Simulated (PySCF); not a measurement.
1,1,1,3-tetrafluoropropane, C₃H₄F₄.
Atom-mapped SMILES: `[F:1][CH2:2][CH2:3][C:4]([F:5])([F:6])[F:7]`

The computed photoelectron lines, unassigned: C 1s: 292.21 (area 1), 293.82 (area 1), 298.65 (area 1) eV; F 1s: 693.00 (area 1), 694.23 (area 3) eV.

Computed with PySCF 2.14.0, delta-SCF UKS SCAN, pcX-2 on the ionised atom, pcseg-1 elsewhere, spin-free X2C. The structure is a single GFN2-xTB conformer in the gas phase; no vibrational or solvent corrections.

(1) Order the carbon atoms by C 1s binding energy.

(2) Which fluorine gives which F 1s line?

## Answers

(1) 292.21 eV: C3 (chain CH2 carbon); 293.82 eV: C2 (sp3 C–F carbon); 298.65 eV: C4 (CF3 carbon). Lowest listed C 1s: C3, bonded to 2 C and 2 H. Highest, 6.44 eV above it: C4, bonded to 3 F and C. The widest gap between neighbouring values is 4.83 eV, between 293.82 and 298.65 eV. Summing the Pauling electronegativity differences to the bonded atoms, each weighted by its formal bond order, gives -0.70 for the lowest site and +4.29 for the highest; no listed site has a larger sum than the highest.

(2) 693.00 eV: F1 (alkyl fluorine); 694.23 eV: F5/F6/F7 (fluorine of a CF3 group). Lowest listed F 1s: F1, bonded to C. Highest, 1.23 eV above it: F5/F6/F7, bonded to C.

Bonded neighbours of each site: F1: C; C2: F, C and 2 H; C3: 2 C and 2 H; C4: 3 F and C; F5/F6/F7: C.

Question: What is the longest wavelength that can ionise C 1s of C2 vertically?

Answer: λ = hc/E = 12398.42 eV Å / 293.82 eV = 42.197 Å.

Topologically equivalent atoms share the value of their first member; where this conformer doesn't relate them by symmetry, their own values could differ.

Time: 36 s of wall time. Hardware: one thread, Arm Neoverse V2, on a shared host.

Shape of the structure used: `[F:1][CH2:2][CH2:3][C:4]([F:5])([F:6])[F:7]`: F1–C2–C3–C4 180°, C2–C3–C4–F5 -60°.
